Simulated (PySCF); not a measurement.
# Electron correlation in Ne+ (neon, charge +1)

[He] 2s2 2p5, 2P determinant. Computed with PySCF 2.14 in cc-pVDZ, with no relativity, point nucleus. Frozen: 1s2; 7 electrons correlated.

MP2 pair energies summed by pair of shells (mhartree):

| pair | energy | share (%) |
| --- | --- | --- |
| 2p-2p | -86.53 | 64.6 |
| 2s-2p | -40.05 | 29.9 |
| 2s-2s | -7.28 | 5.4 |

Total MP2 correlation energy: -133.86 mhartree.

Same-spin part -33.62 and opposite-spin part -100.24 mhartree; SCS-MP2 scales them by 1/3 and 6/5 to -131.50 mhartree.

| level | correlation energy (mhartree) |
| --- | --- |
| CCSD | -144.14 |
| (T) | -1.02 |
| CCSD(T) | -145.16 |

Diagnostics: T1 = 0.0031, D1 = 0.0050, largest double amplitude 0.038.

Q: Is a single reference adequate?

A: Yes: T1 lies below 0.03 and no double amplitude reaches 0.07.
